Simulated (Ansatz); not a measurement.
Reactions of `[Cl][Ti]([Cl])([Cl])[I]`.

Computed with Ansatz on PBE0-D4/def2-TZVP structures; ΔE is electronic, products minus reactants. CCSD(T)/CBS is the MP2 limit (def2-TZVPP, def2-QZVPP) plus CCSD(T) − MP2 in def2-TZVPP, frozen cores. This one scheme is used for every species. Functionals use def2-TZVPP. Elements past krypton have def2 core potentials. For Br, I, Se, Ti outer-core shells are correlated without core-valence functions, which leaves a few kJ/mol of doubt a bond. Scalar relativity is left out up to krypton. Each species was taken in one conformer, which may not be the lowest.

```csv
reaction,CCSD(T)/CBS(def2) (kJ/mol)
`[Cl][Ti]([Cl])([Cl])[I]` + `C[SeH]` → `C[Se][Ti]([Cl])([Cl])[Cl]` + HI,30
`[Cl][Ti]([Cl])([Cl])[I]` + H₂O → `[OH][Ti]([Cl])([Cl])[Cl]` + HI,?
`[Cl][Ti]([Cl])([Cl])[I]` + `CC1=CC(C(F)(F)F)=[O+][Ti-]([F])([F])([F])[O]1` → `CC1=CC(C(F)(F)F)=[O+][Ti-]([Cl])([Cl])([Cl])[O]1` + `[F][Ti]([F])([F])[I]`,29
`[Cl][Ti]([Cl])([Cl])[I]` + H₂S → `[SH][Ti]([Cl])([Cl])[Cl]` + HI,52
`[Cl][Ti]([Cl])([Cl])[I]` + HCl → `[Cl][Ti]([Cl])([Cl])[Cl]` + HI,1
`[Cl][Ti]([Cl])([Cl])[I]` + HBr → `[Cl][Ti]([Cl])([Cl])[Br]` + HI,-5
`[Cl][Ti]([Cl])([Cl])[I]` + H–F → `[F][Ti]([Cl])([Cl])[Cl]` + HI,?
```

(1) Fill in the missing values. (An estimate is asked.)

Largest T1 diagnostic: 0.026, for `[SH][Ti]([Cl])([Cl])[Cl]`, so its coupled-cluster energy is less sure.

## Answers

(1) Computed: `[Cl][Ti]([Cl])([Cl])[I]` + H₂O → `[OH][Ti]([Cl])([Cl])[Cl]` + HI: +22.5 kJ/mol; `[Cl][Ti]([Cl])([Cl])[I]` + H–F → `[F][Ti]([Cl])([Cl])[Cl]` + HI: -6.2 kJ/mol.
